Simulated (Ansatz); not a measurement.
Species: AgCl, net charge 1, doublet state. The spin state was set by rule; other spins were not relaxed. 
Coordinates optimised at B3LYP-D3(BJ)/def2-TZVP (Ansatz, an electronic-structure program):
```xyz
2

Ag     0.0000     0.0000    -0.6522
Cl     0.0000     0.0000     1.8031
```
Charge +1, spin multiplicity 2.

Basis-set convergence of Hartree-Fock and CCSD(T) correlation energies (hartree) with Ansatz. Cores are frozen in the correlated levels unless marked. Open shells are spin-unrestricted. No spin-orbit coupling. Frozen are the shells of the preceding noble gas and the d and f shells that filled before the atom's block. Past Kr the def2 sets carry scalar-relativistic core potentials.

| basis | functions | E(HF) | E(corr, CCSD(T)) |
|---|---|---|---|
| def2-SVP | 49 | -605.17880 | -0.34545 |
| def2-TZVPP | 98 | -605.36735 | -0.53928 |
| def2-QZVPP | 158 | -605.38201 | -0.58756 |

Extrapolating the two largest sets (X = 3 and 4) as X^-3: E(corr) = (64·(-0.58756) - 27·(-0.53928))/37 = -0.6228 Eh, an estimate of the basis-set limit. The largest set recovers 94.3 % of it, the smallest 55.5 %.
